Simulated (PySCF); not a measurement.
Gas-phase reaction: SnH2 + 3 O = SnO2 + H2O

Computed with PySCF (xtb for GFN2) and rigid-rotor harmonic-oscillator thermochemistry at 1 bar. † marks an energy on the PBE0/def2-TZVP geometry and frequencies; other levels use their own. MP2 and CCSD(T) freeze the core. Open shells (unrestricted): O (multiplicity 3, electronic degeneracy 9); the rest are closed-shell singlets. GFN2 has no spin-polarisation term. Spin-orbit splitting is ignored; it lowers the true energy and changes the entropy of O. Sn: scalar-relativistic def2 core potential, no spin-orbit coupling. SnH2, SnO2: computed as isolated molecules; such fragments, hydroxides, amides, oligomers or adducts are transient or little studied in the gas. MP2 isn't extrapolated to the basis-set limit; its ΔH°(298 K) is -1115.9 kJ in def2-SVP and -1281.5 kJ in def2-TZVPP. CCSD(T) isn't extrapolated to the basis-set limit; its ΔH°(298 K) is -979.3 kJ in def2-SVP and -1130.8 kJ in def2-TZVPP. The harmonic model lacks anharmonicity and excited electronic states, which grow with temperature; levels with a mode under 35 cm⁻¹ are left out. Warning, large T1 diagnostic: SnO2 (CCSD(T)/def2-SVP†, CCSD(T)/def2-TZVPP†).

| level | ΔE electronic, kJ | ΔH°(298 K), kJ | ΔS°(298 K), J/K | ΔG°(1200 K), kJ |
|---|---|---|---|---|
| BLYP/def2-TZVP† | -1271 | -1234 | -270 | -899 |
| CCSD(T)/def2-SVP† | -1016 | -979 | -270 | -644 |
| CCSD(T)/def2-TZVPP† | -1167 | -1131 | -270 | -796 |
| GFN2-xTB | -2139 | -2103 | -261 | -1779 |
| MP2/def2-SVP† | -1153 | -1116 | -270 | -781 |
| MP2/def2-TZVPP† | -1318 | -1281 | -270 | -947 |
| PBE0/def2-QZVP† | -1188 | -1151 | -270 | -816 |
| PBE0/def2-SVP† | -1086 | -1049 | -270 | -714 |
| PBE0/def2-TZVP | -1168 | -1131 | -270 | -796 |
| r2SCAN/def2-TZVP† | -1224 | -1188 | -270 | -853 |
| ωB97M-V/def2-TZVP† | -1174 | -1137 | -270 | -802 |
ΔH° is lowest at GFN2-xTB and highest at CCSD(T)/def2-SVP†. No reference value is set beside these.
